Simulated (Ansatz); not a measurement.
Reaction (substitution at a C–O bond): `COB(F)OC` + `BNC=C` → `BN(C)C=C` + `COB(O)F`

Computed with Ansatz on PBE0-D4/def2-TZVP structures; ΔE is electronic, products minus reactants. CBS: MP2 limit from def2 TZ/QZ plus the TZ coupled-cluster correction, frozen cores. One conformer a species, not always the lowest.

| species | CCSD(T)/CBS(def2) energy (Eh) |
| --- | --- |
| `COB(F)OC` | -354.79573 |
| `BNC=C` | -159.21916 |
| `BN(C)C=C` | -198.47223 |
| `COB(O)F` | -315.55592 |

Work out ΔE.

ΔE = (-198.47223) + (-315.55592) − (-354.79573) − (-159.21916) = -0.01326 Eh = -8.3 kcal/mol.

Largest T1 diagnostic among the species: 0.013.

In def2-TZVPP, CCSD(T) changes the Hartree–Fock value by −4.3 kcal/mol (the triples alone add −0.6 kcal/mol) and MP2 by −5.8 kcal/mol. At CCSD(T), def2-SVP lies +1.5 kcal/mol from the extrapolated value and def2-TZVPP +0.2 kcal/mol.
